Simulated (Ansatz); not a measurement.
Relaxation of C$_{2}$H$_{5}$SSi (9 atoms, charge 1, multiplicity 1), to a largest force component of 0.015 eV/Å in at most 40 steps.

The calculation used RKS PBE0/def2-SVP (Ansatz 0.2.0).

```xyz
9
Properties=species:S:1:pos:R:3:forces:R:3
C 0.356 1.498 -0.533 -0.40 -1.14 0.89
Si -0.250 -0.013 0.270 0.52 0.04 -0.45
C 0.883 -1.383 -0.102 -1.15 1.02 0.10
S -1.883 -0.118 1.598 0.70 0.13 0.30
H 1.243 1.508 -1.152 0.49 -0.14 -0.42
H -0.086 2.472 -0.370 -0.35 0.52 0.02
H 1.709 -1.294 -0.796 0.50 0.23 -0.31
H 0.731 -2.380 0.287 -0.02 -0.56 0.37
H -2.814 -0.347 0.668 -0.29 -0.10 -0.49
```

Question: Where does it end, and by what steps?

Answer: It converged. Limits of this set-up: the dipole of an ion depends on the origin. After 29 steps the energy has fallen by 1.592 eV; H8 moved furthest, 1.78 Å. Joined: C1–C3.

```
step  energy less start (eV)  largest force component (eV/Å)  accepted
   0                  0.0000                           1.147       yes
   2                 -0.0821                           0.325       yes
   4                 -0.0905                           0.096       yes
   6                 -0.0930                           0.115       yes
   8                 -0.1049                           0.169       yes
  10                 -0.0953                           0.705        no
  12                 -0.1219                           0.246       yes
  14                 -0.1319                           0.238       yes
  16                 -0.1573                           0.313       yes
  18                 -0.2545                           0.514       yes
  20                 -0.6198                           0.579       yes
  22                 -1.3107                           0.654       yes
  24                 -1.5303                           1.183       yes
  26                 -1.5826                           0.223       yes
  28                 -1.5885                           0.300       yes
  29                 -1.5915                           0.010       yes
```

```xyz
9
Properties=species:S:1:pos:R:3
C 0.616 0.804 -0.378
Si -0.700 -0.273 0.239
C 0.998 -0.729 -0.155
S -2.563 -0.779 0.903
H 0.588 1.163 -1.417
H 1.083 1.534 0.299
H 1.216 -1.315 -1.059
H 1.712 -0.941 0.654
H -3.061 0.481 0.781
```

The run took 82 s on 1 CPU thread of a shared host.
